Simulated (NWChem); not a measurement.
System: trifluoroacetic acid (C2HF3O2); SMILES FC(C(=O)O)(F)F

NWChem printed, in part:

```
             Northwest Computational Chemistry Package (NWChem) 7.3.0
             --------------------------------------------------------

 C1  symmetry detected

                             Geometry "geometry" -> ""
                             -------------------------

 Output coordinates in angstroms (scale by  1.889725989 to convert to a.u.)

  No.       Tag          Charge          X              Y              Z
 ---- ---------------- ---------- -------------- -------------- --------------
    1 O                    8.0000    -1.08217577    -1.48043529     0.00040807
    2 C                    6.0000     0.12685045    -0.93674068     0.00098014
    3 O                    8.0000     1.16532065    -1.52534926     0.00046746
    4 C                    6.0000     0.01738885     0.59976835     0.00029306
    5 F                    9.0000    -0.65637712     1.01383442     1.06958107
    6 F                    9.0000     1.22006134     1.14121166     0.01696202
    7 F                    9.0000    -0.62600226     1.01300464    -1.08809602
    8 H                    1.0000    -0.96973246    -2.44434614    -0.00066700

 Effective nuclear repulsion energy (a.u.)     338.4964821651

                                 NWChem DFT Module
                                 -----------------

 Summary of "ao basis" -> "ao basis" (spherical)
 ------------------------------------------------------------------------------
       Tag                 Description            Shells   Functions and Types
 ---------------- ------------------------------  ------  ---------------------
 O                           6-31g*                  6       14   3s2p1d
 C                           6-31g*                  6       14   3s2p1d
 F                           6-31g*                  6       14   3s2p1d
 H                           6-31g*                  2        2   2s

            General Information
            -------------------
          SCF calculation type: DFT
          Wavefunction type:  closed shell.
          No. of atoms     :     8
          No. of electrons :    56
           Alpha electrons :    28
            Beta electrons :    28
          Charge           :     0
          Spin multiplicity:     1
          Use of symmetry is: off; symmetry adaption is: off
          Maximum number of iterations: 150
          AO basis - number of functions:   100
                     number of shells:    44
          Convergence on energy requested:  1.00D-06
          Convergence on density requested:  1.00D-05
          Convergence on gradient requested:  5.00D-04

              XC Information
              --------------
                     Hartree-Fock (Exact) Exchange  1.000
                   CAM-Becke88 Exchange Functional  1.000
                      VWN V Correlation Functional  0.190 local
              Lee-Yang-Parr Correlation Functional  0.810

           Range-Separation Parameters
           ---------------------------
           Alpha           :  0.19
           Beta            :  0.46
           Gamma           :  0.33
           Short-Range HF  :     F

             Grid Information
             ----------------
          Grid used for XC integration:  medium
          Radial quadrature: Mura-Knowles
          Angular quadrature: Lebedev.
          Tag              B.-S. Rad. Rad. Pts. Rad. Cut. Ang. Pts.
          ---              ---------- --------- --------- ---------
          O                   0.60       49           8.0       434
          C                   0.70       49           9.0       434
          F                   0.50       49          10.0       434
          H                   0.35       45           9.0       434
          Grid pruning is: on
          Number of quadrature shells:   388
          Spatial weights used:  Erf1

      Superposition of Atomic Density Guess
      -------------------------------------

 Sum of atomic energies:        -523.44444137

      Non-variational initial energy
      ------------------------------

 Total energy =    -525.918907
 1-e energy   =   -1399.998476
 2-e energy   =     535.583087
 HOMO         =      -0.356083
 LUMO         =       0.039095

     ---------------------------------------------
      Total Density - Mulliken Population Analysis
     ---------------------------------------------

    Atom       Charge   Shell Charges
 -----------   ------   -------------------------------------------------------
    1 O    8     8.77   2.00  0.93  3.01  0.93  1.89  0.02
    2 C    6     4.99   2.00  0.68  1.45  0.38  0.37  0.11
    3 O    8     8.88   2.00  0.95  3.13  0.94  1.85  0.02
    4 C    6     4.41   2.00  0.62  1.22  0.19  0.26  0.13
    5 F    9     9.49   2.00  0.94  3.41  1.01  2.11  0.01
    6 F    9     9.49   2.00  0.94  3.41  1.02  2.11  0.01
    7 F    9     9.49   2.00  0.94  3.41  1.01  2.11  0.01
    8 H    1     0.48   0.36  0.12

   convergence    iter        energy       DeltaE   RMS-Dens  Diis-err
 ---------------- ----- ----------------- --------- --------- ---------
 d= 0,ls=0.0,diis     1   -526.3413784519 -8.65D+02  1.88D-02  2.71D+00
 d= 0,ls=0.0,diis     2   -526.1561554075  1.85D-01  1.07D-02  5.47D+00
 d= 0,ls=0.0,diis     3   -526.6210026192 -4.65D-01  2.25D-03  9.80D-02
 d= 0,ls=0.0,diis     4   -526.6269657827 -5.96D-03  9.45D-04  3.74D-02
 d= 0,ls=0.0,diis     5   -526.6302367044 -3.27D-03  1.67D-04  1.16D-03
  Resetting Diis
 d= 0,ls=0.0,diis     6   -526.6303355564 -9.89D-05  4.98D-05  2.51D-05
 d= 0,ls=0.0,diis     7   -526.6303390878 -3.53D-06  2.46D-05  4.80D-06
 d= 0,ls=0.0,diis     8   -526.6303391489 -6.11D-08  1.06D-05  5.54D-06
 d= 0,ls=0.0,diis     9   -526.6303396377 -4.89D-07  3.61D-06  1.88D-07

         Total DFT energy =     -526.630339637743
      One electron energy =    -1400.749871712248
           Coulomb energy =      595.359163471713
    Exchange-Corr. energy =      -59.736113562269
 Nuclear repulsion energy =      338.496482165061

 Numeric. integr. density =       56.000001592913

                       DFT Final Molecular Orbital Analysis
                       ------------------------------------

 Vector   26  Occ=2.000000D+00  E=-4.729349D-01
              MO Center=  7.7D-02, -3.4D-01,  5.9D-04, r^2= 3.2D+00
   Bfn.  Coefficient  Atom+Function         Bfn.  Coefficient  Atom+Function
  ----- ------------  ---------------      ----- ------------  ---------------
    74      0.304237  6 F  py                31      0.289879  3 O  px
    18      0.265504  2 C  py                 4     -0.216458  1 O  py
     3      0.208959  1 O  px                78      0.207515  6 F  py
    88      0.188632  7 F  py                60      0.185136  5 F  py
    46     -0.182932  4 C  py                35      0.161010  3 O  px

 Vector   27  Occ=2.000000D+00  E=-4.190373D-01
              MO Center=  7.3D-03, -1.5D+00,  4.4D-04, r^2= 1.8D+00
   Bfn.  Coefficient  Atom+Function         Bfn.  Coefficient  Atom+Function
  ----- ------------  ---------------      ----- ------------  ---------------
     5      0.476331  1 O  pz                33     -0.441298  3 O  pz
     9      0.365510  1 O  pz                37     -0.303265  3 O  pz
    19     -0.134347  2 C  pz                23     -0.068921  2 C  pz
    27      0.044131  2 C  d  1

 Vector   28  Occ=2.000000D+00  E=-3.759539D-01
              MO Center=  6.6D-01, -1.2D+00,  3.8D-04, r^2= 2.0D+00
   Bfn.  Coefficient  Atom+Function         Bfn.  Coefficient  Atom+Function
  ----- ------------  ---------------      ----- ------------  ---------------
    32      0.502619  3 O  py                36      0.350884  3 O  py
    31      0.264402  3 O  px                 3      0.238049  1 O  px
    46      0.208422  4 C  py                35      0.184436  3 O  px
    48     -0.181547  4 C  s                  7      0.177586  1 O  px
    60     -0.143041  5 F  py                88     -0.142169  7 F  py

 Vector   29  Occ=0.000000D+00  E= 2.479881D-02
              MO Center=  2.6D-01, -9.1D-01,  1.1D-03, r^2= 1.8D+00
   Bfn.  Coefficient  Atom+Function         Bfn.  Coefficient  Atom+Function
  ----- ------------  ---------------      ----- ------------  ---------------
    19      0.525422  2 C  pz                23      0.461635  2 C  pz
    37     -0.401840  3 O  pz                33     -0.392594  3 O  pz
     9     -0.257100  1 O  pz                 5     -0.245147  1 O  pz
    51      0.242799  4 C  pz                90      0.157212  7 F  s
    62     -0.154218  5 F  s                 47      0.151715  4 C  pz

 Vector   30  Occ=0.000000D+00  E= 1.008308D-01
              MO Center= -8.8D-01, -2.5D+00, -7.7D-04, r^2= 2.1D+00
   Bfn.  Coefficient  Atom+Function         Bfn.  Coefficient  Atom+Function
  ----- ------------  ---------------      ----- ------------  ---------------
   100      1.462062  8 H  s                  6     -0.849065  1 O  s
     8      0.519101  1 O  py                 4      0.275700  1 O  py
    20      0.257013  2 C  s                 48     -0.220364  4 C  s
    49     -0.182327  4 C  px                99      0.165599  8 H  s
     2     -0.164426  1 O  s                 50      0.160105  4 C  py

[...]

                         DFT ENERGY GRADIENTS

    atom               coordinates                        gradient
                 x          y          z           x          y          z
   1 O      -2.045016  -2.797617   0.000771    0.006935  -0.000956  -0.000009
   2 C       0.239713  -1.770183   0.001852    0.000849  -0.009341  -0.000002
   3 O       2.202137  -2.882492   0.000883   -0.007373   0.004587  -0.000014
   4 C       0.032860   1.133398   0.000554    0.000141   0.006973   0.000008
   5 F      -1.240373   1.915869   2.021215    0.003594  -0.001405  -0.005328
   6 F       2.305582   2.156577   0.032054   -0.007159  -0.002425  -0.000089
   7 F      -1.182973   1.914301  -2.056203    0.003446  -0.001411   0.005417
   8 H      -1.832529  -4.619144  -0.001260   -0.000433   0.003979   0.000017
```

Level: CAM-B3LYP/6-31G* (spherical d). All runs use the structure optimised with PBE0/def2-SVP.

Problem. Reconstruct the input file.

Solution. This is not unique; one that fits is the input that was run:
```
start job
memory heap 200 mb stack 900 mb global 1100 mb
geometry units angstroms noautoz
  O     -1.102602    -1.474466     0.000299
  C      0.111537    -0.942287     0.001041
  O      1.144366    -1.540739     0.000660
  C      0.016684     0.595193     0.000360
  F     -0.653260     1.015631     1.069563
  F      1.224446     1.125181     0.017198
  F     -0.622604     1.014539    -1.088110
  H     -0.999325    -2.439402    -0.000774
end
basis spherical
  * library 6-31g*
end
dft
  xc xcamb88 1.00 lyp 0.81 vwn_5 0.19 hfexch 1.00
  cam 0.33 cam_alpha 0.19 cam_beta 0.46
  iterations 150
  mulliken
end
task dft gradient
```
